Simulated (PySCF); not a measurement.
InHClBr, SMILES [Cl][InH][Br].

Geometry optimised at PBE0-D3(BJ)/def2-SVP. The def2 effective core potentials stand for the cores of In; spin–orbit coupling is left out.

Method: CAM-B3LYP/def2-TZVPD (PySCF).

The molecule is in vacuum.

Computed frontier levels, gap, dipole moment and polarisability:
| Item | Result |
|---|---|
| highest occupied level | -9.80 eV |
| lowest empty level | -1.28 eV |
| orbital gap | 8.52 eV |
| dipole moment | 2.52 D |
| quadrupole, principal values (traceless, Buckingham form, about the centre of nuclear charge) | -9.41, 2.41, 7.00 D·Å |
| mean static polarisability | 73.8 bohr³ (10.94 Å³) |
| polarisability, principal values | 54.3, 74.8, 92.3 bohr³ |
